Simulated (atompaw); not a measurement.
# What one change does to a pseudopotential (iron (Fe), PAW (atompaw))

| Quantity | Value |
| --- | --- |
| Element | iron |
| Generator | atompaw 4.2.0.5 |
| Type | PAW |
| Functional | PBE |
| Relativity | scalar-relativistic |
| Frozen core | [Ne] |
| Valence charge | 16 |
| Reference configuration | 3s2 3p6 3d6 4s1 4p0 (charge +1) |
| Partial waves | 3s (bound); 4s (bound); 3p (bound); 4p (bound, empty); 3d (bound); 3d channel at 0.8 Ry |
| Local potential | vpsmatchnc scheme with l = 3 at -0.5 Ry, radius 1.60 bohr |
| Core correction | smooth core density matched at 1.15 bohr |
| Augmentation charge | sinc compensation charge, radius 1.50 bohr; PAW radius 1.90 bohr; waves and projectors: bloechl |

Change: local potential vpsmatchnc scheme with l = 3 at -0.5 Ry, radius 1.44 bohr.

Cutoffs: the cutoffs (Ry, on a coarse ladder) from which the occupation-weighted sum of valence levels, in a spherical-Bessel basis at the reference potential, stays within 10 and 1 mRy of its value at 400 Ry; they do not see the model core or the augmentation charge, which bear on the density cutoff.

Q: What does the change do?

A: The potential gets harder (110 Ry and 140 Ry → 140 Ry and 180 Ry); the range in which the s phases agree narrows (upper end 4.0 → 2.6); neither file shows a bound ghost.

| quantity | base | changed |
| --- | --- | --- |
| cutoff, loose | 110 Ry | 140 Ry |
| cutoff, tight | 140 Ry | 180 Ry |
| loose cutoff by channel (10 mRy a level) | s 80 Ry, p 80 Ry, d 70 Ry | s 110 Ry, p 100 Ry, d 90 Ry |
| bound ghosts | none | none |
| s: phases at 1.92 bohr within 0.05 rad from the reference energy up to (Ry; the scan ends near 5) | 4.0 | 2.6 |
| p: phases at 1.92 bohr within 0.05 rad from the reference energy up to (Ry; the scan ends near 5) | to the end of the scan | to the end of the scan |
| d: phases at 1.92 bohr within 0.05 rad from the reference energy up to (Ry; the scan ends near 5) | to the end of the scan | to the end of the scan |
| lowest overlap eigenvalue by channel | s 0.29, p 0.86, d 1.00 | s 0.18, p 0.69, d 1.00 |

 The cutoffs see the waves, projectors and local potential, not the compensation charge or the core.
